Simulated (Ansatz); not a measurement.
Molecule: 3,3,3-trifluoroprop-1-ene, C₃H₃F₃ (charge 0, singlet). SMILES: C=CC(F)(F)F
Geometry from a B3LYP-D3(BJ)/def2-TZVP (Ansatz, a quantum-chemistry and plane-wave program) optimisation:
```xyz
9

C      2.0913    -0.0935    -0.2724
C      0.9113    -0.6893    -0.2866
C     -0.3683     0.0074     0.0456
F     -0.2004     1.3036     0.3612
F     -0.9862    -0.5842     1.0928
F     -1.2336    -0.0445    -0.9922
H      2.9913    -0.6393    -0.5204
H      2.1956     0.9516    -0.0142
H      0.7883    -1.7342    -0.5425
```
Charge 0, spin multiplicity 1.

Wanted: vertical triplet-singlet gap (E(triplet) - E(singlet); each state is the SCF solution reached for its spin), in kJ/mol. Cores are frozen in the correlated levels unless marked. UHF or UKS for open shells. No spin-orbit coupling. No relativistic terms. Basis-set limits of correlation are two-point, X^-3; Hartree-Fock from the larger set. [CCSD(T)-MP2]/basis is that difference in the basis named.

Level to compare with: RI-MP2/CBS(aug-cc-pVTZ,aug-cc-pVQZ)+[CCSD(T)-MP2]/aug-cc-pVTZ (Ansatz), 451.7 kJ/mol. It is a level with limits of its own, and the differences hold the functionals' basis error too.

### Question
Rank these functionals by how close they come to RI-MP2/CBS(aug-cc-pVTZ,aug-cc-pVQZ)+[CCSD(T)-MP2]/aug-cc-pVTZ, closest first: CAM-B3LYP/def2-TZVPD (Ansatz); r2SCAN/def2-TZVPD (Ansatz); PBE0/def2-TZVPD (Ansatz).

### Answer
CAM-B3LYP/def2-TZVPD (range-separated hybrid, 428.0 kJ/mol, difference -23.7), PBE0/def2-TZVPD (global hybrid, 417.5 kJ/mol, difference -34.2), r2SCAN/def2-TZVPD (meta-GGA, 405.1 kJ/mol, difference -46.6)
